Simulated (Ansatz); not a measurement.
C$_{4}$H$_{11}$O$_{2}$Si, charge +2, doublet, at a GFN2-xTB geometry of the parent state (a state made from the parent by changing its charge; the spin is typed, not shown lowest); BLYP/3-21G (Ansatz, a program for electronic structure).

Input for Ansatz:
Ansatz 0.2 input:
```yaml
crystal:
  periodic: [false, false, false]
  atoms:
    - {symbol: C, position_ang: [-3.19521587, -0.60494628, 0.66466912]}
    - {symbol: C, position_ang: [-2.26550073, 0.58717665, 0.62155420]}
    - {symbol: O, position_ang: [-0.93304060, 0.22648913, 0.25259451]}
    - {symbol: Si, position_ang: [0.06421976, -0.90132137, -0.14547368]}
    - {symbol: O, position_ang: [1.55503957, -0.61838436, -0.46308769]}
    - {symbol: C, position_ang: [2.64157118, 0.29690066, -0.59229645]}
    - {symbol: C, position_ang: [2.24103165, 1.71853215, -0.26381284]}
    - {symbol: H, position_ang: [-4.18921484, -0.27219924, 0.94951806]}
    - {symbol: H, position_ang: [-3.25926711, -1.07943908, -0.31181953]}
    - {symbol: H, position_ang: [-2.85456317, -1.33328479, 1.39696161]}
    - {symbol: H, position_ang: [-2.59858480, 1.32259863, -0.11537992]}
    - {symbol: H, position_ang: [-2.19279279, 1.06831552, 1.60037203]}
    - {symbol: H, position_ang: [-0.17673049, -2.30491481, -0.28565975]}
    - {symbol: H, position_ang: [2.99203041, 0.21099676, -1.62427346]}
    - {symbol: H, position_ang: [3.42358176, -0.06176726, 0.08221631]}
    - {symbol: H, position_ang: [3.10439330, 2.36799559, -0.37555775]}
    - {symbol: H, position_ang: [1.45964718, 2.06115765, -0.93754495]}
    - {symbol: H, position_ang: [1.88511500, 1.78822288, 0.76105998]}
basis:
  gaussian:
    orbitals: 3-21G.json
hamiltonian:
  xc: blyp
total_charge: 2
magnetization: {spin_polarized: false, initial_magnetization: 1}
```
The basis file holds 3-21G in the JSON format of the Basis Set Exchange.

What the program printed (banner, timings and long lists left out):

```
Functional definition: BLYP
1205 factors; their error is unknown
mean field evaluation 1: about -16145.6728 eV, gradient 1.3e2 eV
mean field evaluation 2: about -15970.1796 eV, gradient 2.6e2 eV
mean field evaluation 4: about -16182.3981 eV, gradient 4.2e1 eV
mean field evaluation 8: about -16186.3781 eV, gradient 1.2e1 eV
mean field evaluation 16: about -16187.3944 eV, gradient 8.1e-2 eV
mean field evaluation 32: about -16187.3944 eV, gradient 2.1e-5 eV
mean field evaluation 64: about -16187.0425 eV, gradient 2.1e0 eV
mean field evaluation 96: about -16138.3048 eV, gradient 1.2e2 eV
a density is far from that of the atoms, so the factors are made again for it
1138 factors; integrals over basis functions are off by at most 4.4e-5 eV
mean field -16187.39206921 eV, -594.8756863350 hartree, gradient 1.8e-5 eV, S^2 0.750000; 0 other end points of the search recorded, 0 dependent functions left out
reference -16187.39245244 eV, -594.8757004184 hartree; 32, 31 occupied and 57, 58 virtual orbitals, 1138 factors
Total energy: -16187.39245244 eV, -594.8757004184 hartree
```
